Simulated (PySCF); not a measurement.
A species of formula C6H8O3 has this rotational fingerprint, computed with PBE0/pcSseg-1 in PySCF (dipole) on a GFN2-xTB geometry, gas phase:

```
Rotational constants : A = 4627, B = 920.6, C = 843.8 MHz
Dipole components    : |μa| = 3.86 D, |μb| = 1.16 D, |μc| = 1.22 D
Inertial defect      : -59.30 u·Å²
κ                    : -0.96
```

Question: Which structure is it? (One computed conformer of each.)
A. `[CH3:1][CH2:2][O:3][C@H:4]1[CH:5]=[CH:6][O:7][C:8]1=[O:9]` with C1–C2–O3–C4 -178°, C2–O3–C4–C5 173°
B. `[CH2:1]=[CH:2][O:3]/[CH:4]=[CH:5]\[C:6](=[O:7])[O:8][CH3:9]` with C1–C2–O3–C4 180°, C2–O3–C4–C5 180°, C4–C5–C6–O7 0°, C5–C6–O8–C9 180°
C. `[CH3:1][C:2]1=[CH:3][C@@H:4]([O:5][CH:6]=[O:7])[O:8][CH2:9]1` with C3–C4–O5–C6 -132°, C4–O5–C6–O7 4°, C2–C3–C4–O5 -107°, C3–C4–O8–C9 -15°, C4–O8–C9–C2 14°, C1–C2–C9–O8 173°
D. `[O:1]=[CH:2][O:3][C:4]1=[CH:5][O:6][CH2:7][CH2:8][CH2:9]1` with O1–C2–O3–C4 1°, C2–O3–C4–C5 -5°, C4–C5–O6–C7 -9°, C5–O6–C7–C8 41°, O6–C7–C8–C9 -61°, C7–C8–C9–C4 47°
E. `[O:1]=[CH:2][O:3][C@@H:4]1[CH2:5][CH2:6][CH2:7][C:8]1=[O:9]` with O1–C2–O3–C4 2°, C2–O3–C4–C5 -129°, O3–C4–C5–C6 -154°, C4–C5–C6–C7 39°, C5–C6–C7–C8 -29°, C6–C7–C8–O9 -172°
F. `[CH2:1]=[CH:2][O:3]/[CH:4]=[C:5](\[CH3:6])[O:7][CH:8]=[O:9]` with C1–C2–O3–C4 -179°, C2–O3–C4–C5 -179°, C4–C5–O7–C8 2°, C5–O7–C8–O9 0°

Answer: C. It is CC1=C[C@@H](OC=O)OC1, a near-prolate asymmetric top, point group C1. The candidates at the same level (rigid rotor, commonest isotopes):

```json
{"SMILES": "C=CO/C=C(\\C)OC=O", "A (MHz)": "2985", "B (MHz)": "884.2", "C (MHz)": "685.1", "μa (D)": "0.24", "μb (D)": "1.03", "μc (D)": "0.06", "Δ (u·Å²)": "-3.19", "point group": "near Cs", "rotor": "asymmetric top"}
{"SMILES": "CCO[C@H]1C=COC1=O", "A (MHz)": "3331", "B (MHz)": "1124", "C (MHz)": "898.9", "μa (D)": "0.06", "μb (D)": "2.66", "μc (D)": "1.07", "Δ (u·Å²)": "-39.28", "point group": "C1", "rotor": "asymmetric top"}
{"SMILES": "O=CO[C@@H]1CCCC1=O", "A (MHz)": "2978", "B (MHz)": "1209", "C (MHz)": "970.7", "μa (D)": "2.76", "μb (D)": "2.75", "μc (D)": "1.08", "Δ (u·Å²)": "-66.96", "point group": "C1", "rotor": "asymmetric top"}
{"SMILES": "CC1=C[C@@H](OC=O)OC1", "A (MHz)": "4627", "B (MHz)": "920.6", "C (MHz)": "843.8", "μa (D)": "3.86", "μb (D)": "1.16", "μc (D)": "1.22", "Δ (u·Å²)": "-59.30", "point group": "C1", "rotor": "near-prolate asymmetric top"}
{"SMILES": "C=CO/C=C\\C(=O)OC", "A (MHz)": "5425", "B (MHz)": "707.0", "C (MHz)": "627.9", "μa (D)": "0.95", "μb (D)": "2.26", "μc (D)": "0.00", "Δ (u·Å²)": "-3.17", "point group": "Cs", "rotor": "near-prolate asymmetric top"}
{"SMILES": "O=COC1=COCCC1", "A (MHz)": "3744", "B (MHz)": "1118", "C (MHz)": "887.3", "μa (D)": "2.18", "μb (D)": "2.70", "μc (D)": "0.25", "Δ (u·Å²)": "-17.28", "point group": "C1", "rotor": "asymmetric top"}
```

`O=CO[C@@H]1CCCC1=O` has A 36 % too low; `CCO[C@H]1C=COC1=O` has A 28 % too low; `O=COC1=COCCC1` has B 21 % too high; `C=CO/C=C\C(=O)OC` has C 26 % too low; `C=CO/C=C(\C)OC=O` has A 35 % too low. No structure here is proved a minimum.
